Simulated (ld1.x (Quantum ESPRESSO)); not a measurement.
**Pd: one change to a TM potential, before and after**

- Element: palladium
- Generator: ld1.x (Quantum ESPRESSO) 7.5
- Type: norm-conserving Troullier–Martins (Kleinman–Bylander form)
- Functional: PBE
- Relativity: scalar-relativistic
- Frozen core: [Kr]
- Valence charge: 10
- Reference configuration: 4d10 5s0 5p0
- Partial waves: 5s (bound, empty): rc 2.00 bohr; 5p (bound, empty): rc 3.80 bohr; 4d (bound): rc 2.00 bohr
- Local potential: the d channel
- Core correction: none

All-electron outer shells of the reference configuration (PBE, scalar-relativistic, ld1.x):

```csv
shell,level (eV),outermost node (bohr),outermost maximum (bohr)
4s,-85.33,0.45,0.85
4p,-51.20,0.46,0.91
4d,-4.05,0.45,1.10
5s,-3.32,1.15,2.67
5p,-0.31,1.32,4.52
```

Change: wave 5s (bound): rc 2.00 bohr becomes 5s (bound): rc 1.68 bohr.

Cutoffs: the cutoffs (Ry, on a coarse ladder) from which the occupation-weighted sum of valence levels, in a spherical-Bessel basis at the reference potential, stays within 10 and 1 mRy of its value at 400 Ry; they do not see the model core or the augmentation charge, which bear on the density cutoff. Errors are all-electron minus pseudo energies relative to the spin-unpolarised reference configuration.

Question: What does the change do?

Answer: The potential gets harder (50 Ry and 60 Ry → 50 Ry and 70 Ry); both files keep a bound ghost (p, s); of the 6 tests that both files solve, the error grows in 0 and shrinks in 1 by more than 15 % and 0.3 meV (median size 53.2 → 50.2 meV); the range in which the s phases agree widens (upper end 1.1 → 4.5). A smaller radius makes the pseudo-wave follow the all-electron one further in, where it bends more sharply, so more plane waves are needed.

```tsv
quantity	base	changed
cutoff, loose	50 Ry	50 Ry
cutoff, tight	60 Ry	70 Ry
bound ghosts	s, p	s, p
tests counted (converged, no solver errors)	6 of 7	6 of 7
error for 4d9 5s0 5p0, meV [ΔE 9.12 eV]	-6.4	-6.4
error for 4d8 5s0 5p0, meV [ΔE 29.93 eV]	-77	-77
error for 4d7 5s0 5p0, meV [ΔE 64.29 eV]	-301	-301
error for 4d9.5 5s0 5p0, meV [ΔE 3.23 eV]	-0.2	-0.2
error for 4d9 5s1 5p0, meV [ΔE 1.50 eV]	-30	-24
error for 4d8 5s1 5p0, meV [ΔE 13.64 eV]	-128	-125
s: phases at 4.12 bohr within 0.05 rad from the reference energy up to (Ry; the scan ends near 5)	1.1	4.5
p: phases at 4.12 bohr within 0.05 rad from the reference energy up to (Ry; the scan ends near 5)	1.7	1.7
d: phases at 4.12 bohr within 0.05 rad from the reference energy up to (Ry; the scan ends near 5)	2.9	2.9
```

Base: Tests not counted: 4d9 5s0 5p1 (solver errors, printed error -2.2 eV). Changed file: Tests not counted: 4d9 5s0 5p1 (solver errors, printed error -2.2 eV). A true bound ghost makes a file unfit for plane-wave use even where its test errors are small: the radial tests pick states by their node count and pass the ghost by. Where a test does run into it, the solver fails or the error is huge.
